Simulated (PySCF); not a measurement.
# C₆ coefficients of unlike pairs at wB97X

Calculated with PySCF 2.14 from the dipole response of each species, C₆(A,B) = (3/π) ∫ α_A(iu) α_B(iu) du, in atomic units, from isotropic polarisabilities. For ions this is the dispersion term alone; charge-induced terms of lower order in 1/R come first.

| species | configuration | basis | relativity | α (bohr³) | C₆ (like pair) |
| --- | --- | --- | --- | --- | --- |
| Be²⁺ | 1s2 (1S) | aug-cc-pVDZ (4s3p2d) | none | 0.02198 | 0.001601 |
| Pb⁻ | [Xe] 4f14 5d10 6s2 6p3 (4S) | aug-cc-pVTZ-PP with one added diffuse shell each of d, f type with ECP60MDF (6s5p5d3f) | core potential | 226.5 | 4162 |
| Cu²⁺ | [Ar] 3d9 (2D) | aug-cc-pVDZ-DK (7s6p4d2f) | spin-free X2C | 3.019 | 8.195 |

Task: Estimate C₆ for Cu²⁺ with Pb⁻.

Result: The integral gives 116.6. The combination rule 2 C_A C_B / (C_A α_B/α_A + C_B α_A/α_B) gives 101.8 and the geometric mean 184.7.

No spin-orbit coupling is included, so Pb⁻, close to jj coupling, stand for model states.

The other pairs:

```csv
pair,C₆
"Pb⁻, Be²⁺",1.004
"Cu²⁺, Be²⁺",0.1031
```
